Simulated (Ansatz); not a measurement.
CNO (SMILES [N]=C=O), doublet, at a GFN2-xTB geometry. Base run: BLYP/3-21G run with Ansatz (a program for electronic structure).

Ansatz was given this input:
Ansatz 0.2 input:
```yaml
crystal:
  periodic: [false, false, false]
  atoms:
    - {symbol: N, position_ang: [-0.00000000, -0.00000000, -1.24271828]}
    - {symbol: C, position_ang: [-0.00000000, -0.00000000, -0.04267674]}
    - {symbol: O, position_ang: [0.00000000, 0.00000000, 1.11938605]}
basis:
  gaussian:
    orbitals: 3-21G.json
hamiltonian:
  xc: blyp
magnetization: {spin_polarized: true, initial_magnetization: 1}
```
The basis file holds 3-21G in the JSON format of the Basis Set Exchange.

Each row names what was changed in the base input (with any setting that the change needs).

```tsv
change	ΔE vs base (mEh)
base	0.000
fitting.mean_field = cc-pVTZ-JKFIT	-0.065
fitting.mean_field = def2-universal-JKFIT	-0.133
nuclear_model = gaussian	0.018
lower_state_search = off	0.000
point_charge = charge:-1.0 position_ang:1.5838, -1.2723, 3.6062	-3.138
lower_state_search = light	0.000
final_grid = 14, 28, 59	0.000
final_grid = 6, 12, 29	0.003
final_grid = 4, 8, 17	0.221
final_grid = 10, 20, 41	0.000
```
